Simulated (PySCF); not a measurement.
## Peak assignment

Structure with atom numbers: `[CH2:1]=[C:2]([CH3:3])[C:4]1=[CH:5][CH:6]=[CH:7][C:8](=[O:9])[C:10]1=[O:11]`. Each H is labelled by its parent atom. Ha(C1) is cis to C3; Hb(C1) is trans to C3.

- coordinates at the GFN2-xTB level
- NMR shieldings at PBE0/pcSseg-1/GIAO
- code: PySCF 2.14
- no solvent, one computed conformer, averaged over atoms made equivalent by symmetry, fast rotation or ring inversion, non-relativistic

References, each an isolated molecule treated in the same way: 13C and 1H vs TMS.

Q: Assign these signals to the numbered atoms. 13C{1H} NMR (computed): δ 191.9, 191.3, 149.8, 146.3, 143.2, 137.1, 133.8, 133.3, 24.5.

A: 
| δ (ppm) | atoms | environment | reason |
| --- | --- | --- | --- |
| 191.9 | C8 | ketone carbonyl carbon | the double bond to the heteroatom, with no lone-pair donor beside it, deshields it most |
| 191.3 | C10 | ketone carbonyl carbon | – |
| 149.8 | C4 | α carbon of a C=C–C=O unit | the olefinic region |
| 146.3 | C6 | β carbon of a C=C–C=O unit | conjugation with the carbonyl draws π density from the β position |
| 143.2 | C2 | fully substituted alkene carbon | an sp2 carbon of a C=C bond |
| 137.1 | C1 | terminal =CH2 carbon | an sp2 carbon of a C=C bond |
| 133.8 | C5 | β carbon of a C=C–C=O unit | conjugation with the carbonyl draws π density from the β position |
| 133.3 | C7 | α carbon of a C=C–C=O unit | the olefinic region |
| 24.5 | C3 | allylic methyl carbon | aliphatic region, no heteroatom directly attached |

C8 and C10; C5 and C7 lie closer than the usual error of such a calculation, so a measured spectrum could show them in the other order.

Q: Assign these signals to the numbered atoms. 1H NMR (400 MHz, computed): δ 7.13 (m, 1H), 6.55 (d, 1H), 6.11 (d, 1H), 6.06 (m, 1H), 5.99 (m, 1H), 2.02 (s, 3H).

A: 
| δ (ppm) | atoms | environment | reason |
| --- | --- | --- | --- |
| 7.13 | H(C6) | hydrogen on a β carbon of a C=C–C=O unit | a vinylic proton, deshielded by the sp2 carbon and the C=C anisotropy |
| 6.55 | H(C5) | hydrogen on a β carbon of a C=C–C=O unit | – |
| 6.11 | H(C7) | hydrogen on an α carbon of a C=C–C=O unit | a vinylic proton, deshielded by the sp2 carbon and the C=C anisotropy |
| 6.06 | Ha(C1) | hydrogen on a terminal =CH2 carbon | a vinylic proton, deshielded by the sp2 carbon and the C=C anisotropy |
| 5.99 | Hb(C1) | hydrogen on a terminal =CH2 carbon | – |
| 2.02 | H(C3) | hydrogen on an allylic methyl carbon | allylic position |

H(C7) and Ha(C1); Ha(C1) and Hb(C1) lie closer than the usual error of such a calculation, so a measured spectrum could show them in the other order.

Shifts are as computed. Against solution values, carbons near 30 ppm lie about +3 ppm off and those near 130 ppm about +5 ppm. Of 1211 compounds with measured shifts, 218 miss one by over three times the rms of a fit or turn the order of signals round; such compounds aren't used in these exercises. No couplings were computed; multiplicities are counted from neighbouring protons, with m where these are inequivalent, close in shift, in a saturated or five-membered ring or joined by F or P, and br s for small geminal =CH2 splittings.
